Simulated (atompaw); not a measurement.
## What one change does to a pseudopotential (Ti (Z = 22), PAW (atompaw))

Ti (Z = 22), PAW, made with atompaw 4.2.0.5 (PBE, scalar-relativistic). Core [Ar], reference 3d2 4s2 4p0. Waves: 4s (bound): rc 3.00 bohr; 4s channel at 0.05 Ry: rc 3.00 bohr; 4p (bound, empty): rc 3.00 bohr; 4p channel at 2.15 Ry: rc 3.00 bohr; 3d (bound): rc 2.20 bohr; 3d channel at 1.15 Ry: rc 2.20 bohr. Local part: troulliermartins scheme with l = 3 at 1 Ry, radius 2.80 bohr. Core correction: smooth core density matched at 2.15 bohr. Augmentation charge: gaussian compensation charge, radius 2.40 bohr; PAW radius 3.00 bohr; waves and projectors: custom polynom vanderbiltortho.

Change: local potential ultrasoft scheme with l = 3 at 1 Ry, radius 2.80 bohr.

Cutoffs: the cutoffs (Ry, on a coarse ladder) from which the occupation-weighted sum of valence levels, in a spherical-Bessel basis at the reference potential, stays within 10 and 1 mRy of its value at 400 Ry; they do not see the model core or the augmentation charge, which bear on the density cutoff.

Question: What does the change do?

Answer: The potential gets neither clearly harder nor softer (18 Ry and 30 Ry → 18 Ry and 30 Ry); the bound ghost in s disappears; the range in which the s phases agree narrows (upper end 3.5 → 1.0); the range in which the p phases agree widens (upper end 0.0 → 3.0). A state that the projectors do not describe sees the local part alone, so a deeper or shallower local part can create or remove a ghost.

```csv
quantity,base,changed
"cutoff, loose",18 Ry,18 Ry
"cutoff, tight",30 Ry,30 Ry
bound ghosts,s,none
s: phases at 3.02 bohr within 0.05 rad from the reference energy up to (Ry; the scan ends near 5),3.5,1.0
p: phases at 3.02 bohr within 0.05 rad from the reference energy up to (Ry; the scan ends near 5),0.0,3.0
d: phases at 3.02 bohr within 0.05 rad from the reference energy up to (Ry; the scan ends near 5),3.0,4.0
lowest overlap eigenvalue by channel,"s 0.07, p 0.33, d 0.94","s 0.16, p 0.36, d 0.99"
```

 A true bound ghost makes a file unfit for plane-wave use even where its test errors are small: the radial tests pick states by their node count and pass the ghost by. The cutoffs see the waves, projectors and local potential, not the compensation charge or the core.
